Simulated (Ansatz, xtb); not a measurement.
Breaking the Al1–H2 bond in AlClFH (SMILES [F][AlH][Cl]) (multiplicity 1 held, fragments rigid). Energies count from the point at 1.555 Å.
Geometry at that point (charge 0, multiplicity 1):
```xyz
4

Al    -0.5612     0.1772    -0.4707
H     -1.7558    -0.3699    -1.3032
F     -0.2159     1.7862    -0.4960
Cl     0.6468    -1.0594     0.6992
```

Unrestricted levels (U-) break spin symmetry where that is lower. Active spaces are followed from a long bond inwards. Levels need not reach the same state.

Correlated levels freeze the cores.

Codes used: Ansatz (Gaussian orbitals); xtb for the GFN methods. Each number belongs to the level named beside it. The GFN methods have no spin term and hold the electronic entropy of 300 K.

### Question
One of these levels gives 4.582 eV for the energy at R = 4.977 Å. Name it.
A. CASSCF(2,2)/cc-pV(T+d)Z
B. U-wB97X-V/cc-pV(T+d)Z
C. GFN2-xTB

### Answer
C, GFN2-xTB. The others give 3.867 (U-wB97X-V/cc-pV(T+d)Z), 3.357 (CASSCF(2,2)/cc-pV(T+d)Z)

Doubts at one or more of the structures used: a spin-contaminated determinant (U-wB97X-V/cc-pV(T+d)Z).

Ansatz is a quantum-chemistry and plane-wave program.
